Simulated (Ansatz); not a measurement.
This geometry of C$_{2}$H$_{5}$ClO$_{2}$Si (11 atoms, charge 0, multiplicity 1) is a first-order saddle point.

Theory: Ansatz, RKS PBE/6-31G*.

```xyz
11
Properties=species:S:1:pos:R:3
Cl -2.293 -0.865 1.126
C -1.021 -0.065 0.114
C 0.152 -1.044 -0.127
O 1.288 -0.270 -0.575
Si 0.894 1.598 -0.061
O -0.516 1.062 0.765
H -1.525 0.198 -0.836
H 0.431 -1.524 0.825
H -0.098 -1.810 -0.879
H 0.976 0.656 -1.436
H 1.778 2.006 1.105
```

Which two structures does it join? (They come from a converged band through this point; their orientation in space is the band's.)

Bonds broken: Si5–H10. Bonds formed: O4–H10.

First end point:

```xyz
11
Properties=species:S:1:pos:R:3
Cl -2.195 -0.635 1.417
C -1.105 -0.150 0.036
C 0.090 -1.140 -0.053
O 1.204 -0.428 -0.617
Si 1.047 1.182 -0.151
O -0.609 1.151 0.225
H -1.757 -0.179 -0.853
H 0.338 -1.513 0.959
H -0.152 -1.998 -0.702
H 1.362 2.087 -1.298
H 1.844 1.567 1.058
```

Last end point:

```xyz
11
Properties=species:S:1:pos:R:3
Cl -2.278 -0.954 1.070
C -1.010 -0.012 0.160
C 0.146 -0.971 -0.181
O 1.254 -0.151 -0.667
Si 0.732 1.913 0.047
O -0.485 0.999 0.932
H -1.520 0.350 -0.759
H 0.506 -1.451 0.739
H -0.120 -1.730 -0.934
H 1.133 -0.013 -1.632
H 1.707 1.962 1.246
```

How far does it lie above each of them?

66.2 kcal/mol above the first and 17.3 kcal/mol above the second. This is the barrier of this one path; another mechanism may lie lower. The orbitals stay closed-shell, which can raise the energy where a bond breaks towards radicals; this wasn't checked here.

Time of the run: 4.1 min on 2 threads of Arm Neoverse V2, on a shared host, peak memory 0.15 GiB.
